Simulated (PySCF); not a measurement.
Unrelated species, one level of theory. The calculation used TDDFT PBE0/def2-SVPD, vertical, gas phase, core orbitals frozen in the response in PySCF. Geometries: GFN2-xTB; one conformer of each isolated species. Triplets are in the Tamm–Dancoff approximation. Ions are computed without counter-ions or solvent.

Question: Rank by computed lowest singlet excitation energy, lowest first.
A. `C[Si@H](O)/C=C/[SiH3]`
B. `C[C@H](S/C=C/F)C#N`
C. `O=C([O-])C1=CC=C[C@@H]1Cl`
D. `CC(=S)SC(F)(F)F`
E. `CCCC(C)C`
F. `C[NH2+]CC(C)(C)C`
G. `CC1=COCC1(F)F`
H. `F[C@H]1SCS[C@@H](C1)F`

Answer: D (2.67 eV), C (3.12 eV), B (4.78 eV), H (5.04 eV), A (5.65 eV), G (6.27 eV), F (8.08 eV), E (8.36 eV).

```
                   SMILES  S1 (eV)  α (au)  LUMO (eV)  T1 (eV)  f (S1)    S1 mainly
          CC(=S)SC(F)(F)F     2.67    82.6      -2.49     2.23   0.000   H→L (100%)
O=C([O-])C1=CC=C[C@@H]1Cl     3.12    97.5       2.12     2.32   0.021    H→L (86%)
      C[C@@H](C#N)S/C=C/F     4.78    83.0      -0.70     3.72   0.009    H→L (86%)
   F[C@@H]1C[C@@H](F)SCS1     5.04    86.8      -0.30     4.53   0.006    H→L (89%)
    C[Si@H](O)/C=C/[SiH3]     5.65    96.6      -0.80     4.12   0.001  H-1→L (98%)
            CC1=COCC1(F)F     6.27    61.9      -0.01     4.08   0.181    H→L (95%)
         C[NH2+]CC(C)(C)C     8.08    77.0      -4.29     8.01   0.008    H→L (98%)
                 CCCC(C)C     8.36    75.1       0.82     8.23   0.031    H→L (98%)
```

H and L stand for HOMO and LUMO.

Mean S1 by what the SMILES shows (count): single bonds only 7.16 eV (3); a double or triple bond but no aromatic ring 4.50 eV (5).

Without π bonds the low states may be Rydberg-like; a valence basis with one diffuse set may place them up to an eV too high.
